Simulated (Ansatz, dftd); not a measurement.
System: CH5B, charge 0, singlet. CH5B (SMILES CB).
B3LYP-D3(BJ)/def2-TZVP minimum from Ansatz (a quantum-chemistry and plane-wave program):
```
C
H 1 1.0911
H 1 1.0911 2 110.16
H 1 1.1043 2 105.74 3 -113.82
B 1 1.5512 2 115.05 4 -114.16
H 5 1.1943 1 120.91 2 -156.60
H 5 1.1943 6 118.10 1 176.57
```
Charge 0, spin multiplicity 1.

Quantity: atomisation energy (electronic, to ground-state atoms), in kcal/mol. UHF or UKS for unpaired electrons; spin-orbit terms are left out. Correlated methods leave the cores frozen. Rows without X2C or -DK are non-relativistic. CBS(X,Y): correlation extrapolated as X^-3, Hartree-Fock from the larger set (Q,5: extrapolated as (X+1)exp(-9√X)). A bracket is a step between two methods taken in the basis named. Functionals run without relativity, which enters their misses. '+ core + X2C': CCSD(T) terms for core correlation (cc-pwCVTZ) and scalar relativity (cc-pVTZ-DK). For partners of very few electrons the exact lower level stands in for a higher one.

Compared with CCSD(T)/CBS(cc-pVQZ,cc-pV5Z) + [CCSDT(Q) - CCSD(T)]/cc-pVTZ + [CCSDTQ - CCSDT(Q)]/cc-pVDZ + core + X2C (Ansatz): 588.2 kcal/mol.

Costs are rough ratios of core time, to one figure, on one kind of shared machine, summed over the single points of the molecules; atoms, geometries and frequencies are left out. The first row took roughly 3 core seconds; short runs hold start-up time.

```tsv
level	program	cost relative to the first row
r2SCAN-D3(BJ)/def2-TZVPD	Ansatz + dftd3	1
r2SCANh-D4/def2-TZVPD	Ansatz + dftd4	1
CAM-B3LYP-D4/def2-TZVPD	Ansatz + dftd4	1
CAM-B3LYP/def2-TZVPD	Ansatz	1
CCSDT(Q)/cc-pVDZ	Ansatz	10
CCSDT(Q)/cc-pVTZ	Ansatz	300
CCSDTQ/cc-pVDZ	Ansatz	600
```

Problem. Among the rows that cost no more than CAM-B3LYP/def2-TZVPD, which comes nearest?

Solution. r2SCANh-D4/def2-TZVPD.
```tsv
level	difference (kcal/mol)
r2SCAN-D3(BJ)/def2-TZVPD	2.8
r2SCANh-D4/def2-TZVPD	1.4
CAM-B3LYP-D4/def2-TZVPD	5.8
CAM-B3LYP/def2-TZVPD	4.6
CCSDT(Q)/cc-pVDZ	-37.4
CCSDT(Q)/cc-pVTZ	-11.7
CCSDTQ/cc-pVDZ	-37.4
```
